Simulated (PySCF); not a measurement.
PySCF job for Ge(H)2(SH)2 (GeH4S2), SMILES [SH][GeH2][SH], C-PCM-ωB97X/def2-SVP. The structure is a stationary point at B3LYP-D3(BJ)/def2-SVP. The values are those of a single conformer.

```python
import numpy as np
from pyscf import gto, scf, dft
from pyscf.solvent import pcm

mol = gto.M(
    atom='''
    Ge    0.00000000   -0.00000000   -0.62223678
    S    -1.85890008   -0.05292543    0.63329581
    S     1.85890007    0.05292543    0.63329581
    H    -0.08531836   -1.27398066   -1.48280466
    H     0.08531838    1.27398066   -1.48280467
    H    -1.55572103    1.08169997    1.30586019
    H     1.55572103   -1.08169998    1.30586020
    ''',
    basis='def2-SVP',
    charge=0,
    spin=0,
    max_memory=1600,
    verbose=3,
)
mf = dft.RKS(mol, xc='wb97x').density_fit(auxbasis='def2-universal-jkfit')
mf.grids.level = 3
mf.conv_tol = 1e-9
mf.max_cycle = 100
mf.kernel()
res = {}
for name, eps in {'water': 78.355, 'dimethylsulfoxide': 46.826, 'n-hexane': 1.8819}.items():
    s = mf.PCM()
    s.with_solvent.method, s.with_solvent.eps, s.with_solvent.lebedev_order = 'C-PCM', eps, 29
    s.kernel(mf.make_rdm1())
    res[name] = (s.e_tot, eps, s.dip_moment(), s.mo_energy, s.converged)
    print(f'{name}: electrostatic solvation free energy {(s.e_tot - mf.e_tot) * 627.509474:.3f} kcal/mol')
```

It prints:

```
converged SCF energy = -2875.36401842584

WARN: PCM is an experimental feature. It is still in testing.
Features and APIs may be changed in the future.

converged SCF energy = -2875.37045387524
Dipole moment(X, Y, Z, Debye):  0.00000, -0.00000, -0.38731
water: electrostatic solvation free energy -4.038 kcal/mol

WARN: PCM is an experimental feature. It is still in testing.
Features and APIs may be changed in the future.

converged SCF energy = -2875.37039010093
Dipole moment(X, Y, Z, Debye):  0.00000, -0.00000, -0.38622
dimethylsulfoxide: electrostatic solvation free energy -3.998 kcal/mol

WARN: PCM is an experimental feature. It is still in testing.
Features and APIs may be changed in the future.

converged SCF energy = -2875.36686817906
Dipole moment(X, Y, Z, Debye):  0.00000, -0.00000, -0.33058
n-hexane: electrostatic solvation free energy -1.788 kcal/mol
```

Self-consistency was reached.

Cost: around 50 core-seconds (rough).
